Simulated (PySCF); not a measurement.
C$_{6}$H$_{13}$, doublet, at a GFN2-xTB geometry; MP2/cc-pVDZ (PySCF).

Here is a job for PySCF.
```python
from pyscf import gto, scf, mp

mol = gto.M(
    atom='''
C    -2.75616312   -0.20561197    0.21276207
C    -1.78454608    0.34115459   -0.75813841
C    -0.36833833   -0.07787926   -0.76501162
C     0.47699560    0.72934297    0.24942291
C     1.96728692    0.39989938    0.18541199
C     2.29100802   -1.01760492    0.64259801
H    -2.43036344   -1.17449609    0.58708687
H    -3.74337372   -0.31406975   -0.24055654
H    -2.88342474    0.46072730    1.07634029
H    -2.06746123    1.21659395   -1.31898910
H     0.06525893    0.07423610   -1.75750878
H    -0.29501304   -1.13731544   -0.50994433
H     0.10161226    0.53347479    1.25569411
H     0.33847710    1.79290047    0.04232314
H     2.32530831    0.54255798   -0.83693164
H     2.50353754    1.10698358    0.82389160
H     1.85952607   -1.75394638   -0.03040284
H     1.90061025   -1.19301961    1.64295739
H     3.36784771   -1.17043147    0.66376993
''',
    basis='cc-pvdz',
    spin=1,
    verbose=4,
)

mf = scf.UHF(mol)
mf.kernel()

pt = mp.MP2(mf)
pt.kernel()
print('E(MP2) = %.10f' % pt.e_tot)
```

Output, abridged:

```
PySCF version 2.14.0

[INPUT] verbose = 4
[INPUT] num. atoms = 19
[INPUT] num. electrons = 49
[INPUT] charge = 0
[INPUT] spin (= nelec alpha-beta = 2S) = 1
[INPUT] symmetry False subgroup None
[INPUT] Mole.unit = angstrom
[INPUT] Symbol           X                Y                Z      unit          X                Y                Z       unit  Magmom
[INPUT]  1 C     -2.756163120000  -0.205611970000   0.212762070000 AA   -5.208393451427  -0.388550311232   0.402062041996 Bohr   0.0
[INPUT]  2 C     -1.784546080000   0.341154590000  -0.758138410000 AA   -3.372303347866   0.644688741238  -1.432673959413 Bohr   0.0
[INPUT]  3 C     -0.368338330000  -0.077879260000  -0.765011620000 AA   -0.696058564880  -0.147170472184  -1.445662443910 Bohr   0.0
[INPUT]  4 C      0.476995600000   0.729342970000   0.249422910000 AA    0.901391046623   1.378258464177   0.471340989092 Bohr   0.0
[INPUT]  5 C      1.967286920000   0.399899380000   0.185411990000 AA    3.717633487239   0.755700305583   0.350377881311 Bohr   0.0
[INPUT]  6 C      2.291008020000  -1.017604920000   0.642598010000 AA    4.329377706982  -1.922994601810   1.214334247091 Bohr   0.0
[INPUT]  7 H     -2.430363440000  -1.174496090000   0.587086870000 AA   -4.592721284756  -2.219475944473   1.109433395628 Bohr   0.0
[INPUT]  8 H     -3.743373720000  -0.314069750000  -0.240556540000 AA   -7.073951112694  -0.593505811511  -0.454585978073 Bohr   0.0
[INPUT]  9 H     -2.883424740000   0.460727300000   1.076340290000 AA   -5.448883059395   0.870648415110   2.033988364935 Bohr   0.0
[INPUT] 10 H     -2.067461230000   1.216593950000  -1.318989100000 AA   -3.906935497856   2.299029370303  -2.492528160287 Bohr   0.0
[INPUT] 11 H      0.065258930000   0.074236100000  -1.757508780000 AA    0.123321504882   0.140285897556  -3.321210255718 Bohr   0.0
[INPUT] 12 H     -0.295013040000  -1.137315440000  -0.509944330000 AA   -0.557493848775  -2.149214698839  -0.963655122475 Bohr   0.0
[INPUT] 13 H      0.101612260000   0.533474790000   1.255694110000 AA    0.192019342298   1.008121247460   2.372917964129 Bohr   0.0
[INPUT] 14 H      0.338477100000   1.792900470000   0.042323140000 AA    0.639629018437   3.388090856904   0.079979143332 Bohr   0.0
[INPUT] 15 H      2.325308310000   0.542557980000  -0.836931640000 AA    4.394195861075   1.025285988897  -1.581571584583 Bohr   0.0
[INPUT] 16 H      2.503537540000   1.106983580000   0.823891600000 AA    4.731000293167   2.091895790591   1.556929480330 Bohr   0.0
[INPUT] 17 H      1.859526070000  -1.753946380000  -0.030402840000 AA    3.513994993789  -3.314478295372  -0.057453041009 Bohr   0.0
[INPUT] 18 H      1.900610250000  -1.193019610000   1.642957390000 AA    3.591632842041  -2.254480324135   3.104739501430 Bohr   0.0
[INPUT] 19 H      3.367847710000  -1.170431470000   0.663769930000 AA    6.364309801144  -2.211794925872   1.254343377422 Bohr   0.0

nuclear repulsion = 240.735497683084
number of shells = 69
number of NR pGTOs = 247
number of NR cGTOs = 149
basis = cc-pvdz
ecp = {}

******** <class 'pyscf.scf.uhf.UHF'> ********
method = UHF
initial guess = minao
damping factor = 0
level_shift factor = 0
DIIS = <class 'pyscf.scf.diis.CDIIS'>
diis_start_cycle = 1
diis_space = 8
diis_damp = 0
SCF conv_tol = 1e-09
SCF conv_tol_grad = None
SCF max_cycles = 50
direct_scf = True
direct_scf_tol = 1e-13
number electrons alpha = 25  beta = 24
Set gradient conv threshold to 3.16228e-05
init E= -235.733440136599

cycle= 1 E= -234.67534285011  delta_E= 1.06  |g|= 0.288  |ddm|= 2.62
cycle= 2 E= -234.744446037507  delta_E= -0.0691  |g|= 0.089  |ddm|= 0.365
cycle= 3 E= -234.752040235353  delta_E= -0.00759  |g|= 0.0323  |ddm|= 0.148
cycle= 4 E= -234.752916256728  delta_E= -0.000876  |g|= 0.0117  |ddm|= 0.0435
cycle= 5 E= -234.753131310098  delta_E= -0.000215  |g|= 0.00482  |ddm|= 0.0265
cycle= 6 E= -234.753169454031  delta_E= -3.81e-05  |g|= 0.00205  |ddm|= 0.0109
cycle= 7 E= -234.753176735814  delta_E= -7.28e-06  |g|= 0.000765  |ddm|= 0.00515
cycle= 8 E= -234.753177779644  delta_E= -1.04e-06  |g|= 0.000291  |ddm|= 0.00191
cycle= 9 E= -234.753177948599  delta_E= -1.69e-07  |g|= 0.00012  |ddm|= 0.00079
cycle= 10 E= -234.753177976181  delta_E= -2.76e-08  |g|= 5.51e-05  |ddm|= 0.000311
cycle= 11 E= -234.753177982613  delta_E= -6.43e-09  |g|= 2.04e-05  |ddm|= 0.00017
cycle= 12 E= -234.753177983335  delta_E= -7.22e-10  |g|= 8.9e-06  |ddm|= 4.97e-05
Extra cycle  E= -234.753177983432  delta_E= -9.77e-11  |g|= 5.6e-06  |ddm|= 1.4e-05
converged SCF energy = -234.753177983432  <S^2> = 0.76367645  2S+1 = 2.01363

******** <class 'pyscf.mp.ump2.UMP2'> ********
nocc = (np.int64(25), np.int64(24)), nmo = (149, 149)
E(UMP2) = -235.609954306112  E_corr = -0.856776322679915
E(SCS-UMP2) = -235.610470614534  E_corr = -0.857292631101451
E_corr(same-spin) = -0.197121872439746
E_corr(oppo-spin) = -0.659654450240169
E(MP2) = -235.6099543061
```
